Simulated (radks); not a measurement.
Results of a calculation; reference values are marked as such.
Ionisation of the neodymium ion Nd15+, [Kr] 4d9, to Nd16+, [Kr] 4d8, under several functionals. Scalar-relativistic Kohn-Sham, spin-polarised, spherical densities, finite nucleus; open shells are filled with parallel spins first (spin-orbit coupling, left out, can overturn this in heavy ions); a radial shooting solver on a logarithmic mesh with Libxc functionals.

functional                                      E(Nd15+) (hartree)  Exc (hartree)  IE (eV)  -e(HOMO) (eV)  <r> HOMO (bohr)  IE error (eV)
r2SCAN                                                  -9553.6461      -211.7572   424.24         408.41           0.6560           +4.2
exchange-only r2SCAN                                    -9551.0419      -209.1284   422.55         406.78           0.6564           +2.6
TASK exchange with Perdew-Wang LDA correlation          -9552.0910      -209.9415   424.91         409.12           0.6540           +4.9
SCAN                                                    -9554.1484      -212.3094   424.12         408.32           0.6559           +4.1

NIST Atomic Spectra Database: 420 eV (theoretical). Closest: exchange-only r2SCAN. The Delta-SCF values span 2.36 eV, the total energies 3.11 hartree. The highest occupied level is 4d. Open shells are spherical and high-spin; term and fine-structure splittings are not resolved. Spin-orbit splitting is averaged out at the scalar-relativistic level.
